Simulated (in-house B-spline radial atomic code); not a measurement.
Values are calculated unless marked as measured or tabulated.
Ghost states of the separable form: W

W, [Xe] 4f14 5d4 6s2, non-relativistic LDA (VWN5) (a model for so heavy an element), spherical and spin-unpolarised, from a B-spline radial code for spherical atoms (atomic units; all potentials screened as in the neutral atom).

Troullier-Martins channels: 6s (ε = -0.1814, r_c = 3.302 bohr), 5d (ε = -0.2206, r_c = 1.631 bohr). In the Kleinman-Bylander form one channel serves as the local potential, and each other channel l becomes |δV u><u δV|/<u|δV|u>, with δV = V_l − V_local and u the pseudo-orbital. Its strength is E_KB = <u|δV²|u>/<u|δV|u>. By the analysis of Gonze, Stumpf and Scheffler a spurious state lies below the reference level ε if E_KB > 0 and ε is above the second level of the local potential alone, or if E_KB < 0 and ε is above its first. The table's levels are those of angular momentum l in a sphere of 9 bohr, whose wall can lift a shallow ε a little above its free-atom value.

```json
{"local": "s", "channel": "d", "<u δV u>": "-1.87", "<u δV² u>": "7.0291", "ε": "-0.2206", "first local level": "0.0656", "second local level": "0.3132"}
{"local": "d", "channel": "s", "<u δV u>": "0.20037", "<u δV² u>": "0.5213", "ε": "-0.1804", "first local level": "-3.3975", "second local level": "-0.5006"}
```

Q: Apply the rule to each row.

A: Local s, channel d: E_KB = -3.76, so ε = -0.2206 is set against 0.0656: no ghost. Local d, channel s: E_KB = +2.6, so ε = -0.1804 is set against -0.5006: a ghost.

Diagonalising the separable Hamiltonian gives:

```tsv
local	channel	three lowest levels	all-electron, two lowest valence levels
s	d	-0.2206, 0.1129, 0.4228	-0.2206, 0.1111
d	s	-1.8636, -0.1804, 0.1086	-0.1804, 0.1095
```

Q: Which choices of local channel are safe?

A: Free of ghosts: s. With d local the s channel has a ghost 1.68 hartree below ε, since the local potential binds more than one state below ε, and a repulsive term of rank one raises each level at most to the next, so it clears only one of them. Among the safe choices the second level, which tests transfer, is off by at most 1.8 millihartree (s local).
